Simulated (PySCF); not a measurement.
CH₄MgSe.

```xyz
7

Mg     0.7457    -0.8816    -0.1861
C      2.0724    -2.4483    -0.5197
H      1.5440    -3.3942    -0.6645
H      2.7564    -2.5777     0.3228
H      2.6781    -2.2706    -1.4122
Se    -0.7848     0.9829     0.1812
H     -1.6779     0.0925     0.9455
```
Charge 0, spin multiplicity 1.

Geometry optimised at B3LYP-D3(BJ)/def2-TZVP. The values are those of a single conformer.

Calculation: PySCF with PBE0/pcSseg-2. Non-relativistic, no solvent.

Computed absolute GIAO shielding of each atom: isotropic value and principal components (ppm):
```json
[
 {"atom": "Mg1", "σ(iso)": "424.1", "σ11": "283.7", "σ22": "288.2", "σ33": "700.5", "span": "416.7"},
 {"atom": "C2", "σ(iso)": "206.2", "σ11": "201.6", "σ22": "207.8", "σ33": "209.1", "span": "7.5"},
 {"atom": "H3", "σ(iso)": "32.4", "σ11": "27.9", "σ22": "29.2", "σ33": "40.0", "span": "12.2"},
 {"atom": "H4", "σ(iso)": "32.3", "σ11": "27.7", "σ22": "29.1", "σ33": "40.0", "span": "12.3"},
 {"atom": "H5", "σ(iso)": "32.3", "σ11": "27.9", "σ22": "29.0", "σ33": "40.1", "span": "12.2"},
 {"atom": "Se6", "σ(iso)": "2364.6", "σ11": "2259.4", "σ22": "2272.6", "σ33": "2561.7", "span": "302.4"},
 {"atom": "H7", "σ(iso)": "32.3", "σ11": "23.5", "σ22": "26.2", "σ33": "47.2", "span": "23.7"}
]
```
